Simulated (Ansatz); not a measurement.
Relaxation of BClF2H2 (6 atoms, charge 0, multiplicity 1), to a largest force component of 0.03 eV/Å in at most 50 steps.

These are results of RKS PBE0-D4/def2-SVPD in Ansatz 0.2.0, not measurements.

```xyz
6
Properties=species:S:1:pos:R:3
B -0.039 0.252 -0.053
H -0.066 0.373 1.137
F 1.110 0.143 -0.680
Cl -1.519 0.347 -0.977
F -0.123 -2.067 0.933
H -0.156 -1.431 1.601
```

Q: Where does it end, and by what steps?

A: The run converged. The force dipped under the threshold on the way, but the program's further checks kept it going. After 42 steps the energy has fallen by 0.118 eV; H6 moved furthest, 0.96 Å.

| step | energy less start (eV) | largest force component (eV/Å) | accepted |
| --- | --- | --- | --- |
| 0 | 0.0000 | 0.221 | yes |
| 2 | -0.0031 | 2.085 | no |
| 4 | -0.0558 | 0.333 | yes |
| 6 | -0.0347 | 2.091 | no |
| 8 | -0.0802 | 0.038 | yes |
| 10 | -0.0806 | 0.021 | yes |
| 12 | -0.0808 | 0.089 | yes |
| 14 | -0.0819 | 0.168 | yes |
| 16 | -0.0856 | 0.255 | yes |
| 18 | -0.0892 | 0.139 | yes |
| 20 | -0.0329 | 1.797 | no |
| 22 | -0.0913 | 0.417 | no |
| 24 | -0.0955 | 0.113 | yes |
| 26 | -0.1017 | 0.108 | yes |
| 28 | -0.0679 | 1.880 | no |
| 30 | -0.1048 | 0.741 | no |
| 32 | -0.1085 | 0.189 | yes |
| 34 | -0.1166 | 0.050 | yes |
| 36 | -0.1171 | 0.048 | yes |
| 38 | -0.1173 | 0.039 | yes |
| 40 | -0.1180 | 0.011 | yes |
| 42 | -0.1182 | 0.017 | yes |

```xyz
6
Properties=species:S:1:pos:R:3
B 0.033 0.392 -0.038
H 0.149 1.047 0.956
F 1.065 0.084 -0.788
Cl -1.574 -0.074 -0.616
F 0.175 -1.750 1.367
H -0.639 -2.081 1.081
```

Run time: 84 s on 2 threads of Arm Neoverse V1, on a shared host, peak memory 0.21 GiB.
